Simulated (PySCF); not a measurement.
Species: phenylhydrazine, C6H8N2.
Bonds: N1–N2, N2–C3, C3–C4 (aromatic), C4–C5 (aromatic), C5–C6 (aromatic), C6–C7 (aromatic), C7–C8 (aromatic), C3–C8 (aromatic). Hydrogens: H9, H10 on N1; H11 on N2; H12 on C4; H13 on C5; H14 on C6; H15 on C7; H16 on C8.

The same species was optimised twice, with GFN2-xTB and with PBE0-D3(BJ)/def2-SVP (PySCF), and the same property calculations (PySCF, gas phase) were run on both structures.

| coordinate | GFN2-xTB | PBE0-D3(BJ)/def2-SVP | change |
| --- | --- | --- | --- |
| N1–N2 (Å) | 1.406 | 1.375 | -0.031 |
| C3–C8 (Å) | 1.397 | 1.408 | +0.011 |
| C4–C5 (Å) | 1.382 | 1.393 | +0.011 |
| C6–C7 (Å) | 1.387 | 1.397 | +0.010 |
| C3–C4 (Å) | 1.395 | 1.405 | +0.010 |
| C5–C6 (Å) | 1.383 | 1.392 | +0.009 |
| C7–C8 (Å) | 1.379 | 1.388 | +0.009 |
| N2–C3 (Å) | 1.382 | 1.377 | -0.005 |
| N1–N2–C3 (°) | 122.7 | 123.7 | +1.0 |
| C5–C6–C7 (°) | 119.3 | 118.7 | -0.6 |
| N2–C3–C8 (°) | 119.3 | 119.9 | +0.6 |
| C4–C5–C6 (°) | 120.7 | 121.1 | +0.4 |
| C6–C7–C8 (°) | 120.5 | 120.9 | +0.4 |
| C4–C3–C8 (°) | 118.7 | 118.4 | -0.3 |
| N2–C3–C4 (°) | 121.9 | 121.7 | -0.2 |
| C3–C8–C7 (°) | 120.5 | 120.6 | +0.1 |
| N1–N2–C3–C4 (°) | -21 | -12 | +9 |

Rotational constants: A = 5069, B = 1535, C = 1191 MHz (GFN2-xTB) against A = 5037, B = 1528, C = 1182 MHz (PBE0-D3(BJ)/def2-SVP).

On the GFN2-xTB structure: HOMO (eV) -5.92 [PBE0/pcSseg-1]; LUMO (eV) -0.10 [PBE0/pcSseg-1]; dipole (D) 0.75 [PBE0/pcSseg-1]; GIAO shielding of N1 (ppm) 191.6 [PBE0/pcSseg-1]; GIAO shielding of N2 (ppm) 154.7 [PBE0/pcSseg-1]; GIAO shielding of C3 (ppm) 30.6 [PBE0/pcSseg-1]; GIAO shielding of C4/C8 (mean) (ppm) 73.7 [PBE0/pcSseg-1]; GIAO shielding of C5/C7 (mean) (ppm) 51.8 [PBE0/pcSseg-1]; GIAO shielding of C6 (ppm) 64.2 [PBE0/pcSseg-1].

Q: What do these properties become on the PBE0-D3(BJ)/def2-SVP structure?

A: 
| property | level | on GFN2-xTB | on PBE0-D3(BJ)/def2-SVP | change |
| --- | --- | --- | --- | --- |
| HOMO (eV) | PBE0/pcSseg-1 | -5.92 | -5.83 | +0.09 |
| LUMO (eV) | PBE0/pcSseg-1 | -0.10 | -0.11 | -0.01 |
| dipole (D) | PBE0/pcSseg-1 | 0.75 | 0.71 | -0.04 |
| energy, GFN2-xTB geometry as zero (kcal/mol) | PBE0/pcSseg-1 | 0.0 | -0.2 | -0.2 |
| GIAO shielding of N1 (ppm) | PBE0/pcSseg-1 | 191.6 | 198.6 | +7.0 |
| GIAO shielding of N2 (ppm) | PBE0/pcSseg-1 | 154.7 | 159.9 | +5.2 |
| GIAO shielding of C3 (ppm) | PBE0/pcSseg-1 | 30.6 | 29.9 | -0.7 |
| GIAO shielding of C4/C8 (mean) (ppm) | PBE0/pcSseg-1 | 73.7 | 73.0 | -0.7 |
| GIAO shielding of C5/C7 (mean) (ppm) | PBE0/pcSseg-1 | 51.8 | 49.2 | -2.6 |
| GIAO shielding of C6 (ppm) | PBE0/pcSseg-1 | 64.2 | 62.6 | -1.6 |

The heavy atoms differ by 0.033 Å rms after alignment. Among bonds between heavy atoms N1–N2 changes most (-0.031 Å). Changes are differences of the printed values. Neither structure is proved a minimum here.

The values belong to the conformer `[NH2:1][NH:2][c:3]1[cH:4][cH:5][cH:6][cH:7][cH:8]1`: N1–N2–C3–C4 -12°, H–N1–N2–C3 73°, H–N1–N2–C3 -48°.
